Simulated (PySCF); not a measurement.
# Co (cobalt, neutral) across methods

[Ar] 3d7 4s1 5s1, high-spin 6F determinant (an excited configuration). Calculation: PySCF 2.14, in aug-cc-pVTZ with one added diffuse shell each of s, p, d, f, g type (9s8p6d4f3g, 118 functions); the non-relativistic Hamiltonian (point nucleus).

```
method  E (hartree)  mean ε 3d β (eV)  mean ε 4s α (eV)  mean ε 5s α (eV)  Σ⟨r²⟩ (bohr²)   ⟨S²⟩
  MN15    -1382.677           -15.333           -10.920            -1.825          114.7  8.753
   PBE    -1382.295           -11.945            -9.501            -1.689          95.19  8.751
  PBE0    -1382.325           -14.299           -10.268            -1.949          97.17  8.751
r2SCAN    -1382.526           -12.293            -9.779            -1.639          96.70  8.751
PBEsol    -1381.066           -11.835            -9.545            -1.670          95.20  8.750
  BP86    -1382.744           -12.180            -9.664            -1.735          94.13  8.751
   LDA    -1379.951           -11.973            -9.755            -1.675          94.24  8.751
```

Problem. Estimate the same row for UHF.

Solution. E (hartree) = -1381.26928; mean ε 3d β (eV) = -20.645; mean ε 4s α (eV) = -12.161; mean ε 5s α (eV) = -2.452; Σ⟨r²⟩ (bohr²) = 107.8; ⟨S²⟩ = 8.753.

The outer electron is Rydberg-like, and this basis confines it to a smaller radius and binds it less than a complete one would.
